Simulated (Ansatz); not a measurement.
C2F5 (`F[C](F)C(F)(F)F`) radical, relaxed with UKS PBE0-D4/def2-TZVP in Ansatz 0.2.0 from a PBE-D4/def2-SVP geometry. The force threshold is 0.005 eV/Å; the program also tests the step.

The species carries charge 0 and has multiplicity 2.

Start:

```xyz
7

F    -1.535    0.273   -1.026
C    -0.218    0.202   -0.873
F     0.344   -0.661   -1.711
C     0.245    0.076    0.568
F    -0.283    1.070    1.301
F     1.585    0.143    0.620
F    -0.138   -1.102    1.121
```

(1) By how much does the energy fall, and how many steps does the optimiser take? (An estimate is asked.)

(2) Which bonds change most? (Best estimate.)

(3) Give the relaxed structure. (Best estimate.)

## Answers

(1) Ansatz gave: 0.04 eV, in 4 steps.

(2) Computed: C4–F7 from 1.356 to 1.338 Å; C4–F6 from 1.343 to 1.327 Å; C4–F5 from 1.343 to 1.327 Å; F1–C2 from 1.328 to 1.312 Å.

(3) The calculation gave: 
```xyz
7

F    -1.519    0.265   -1.019
C    -0.217    0.203   -0.871
F     0.335   -0.656   -1.695
C     0.244    0.076    0.566
F    -0.275    1.057    1.292
F     1.568    0.142    0.620
F    -0.136   -1.087    1.106
```
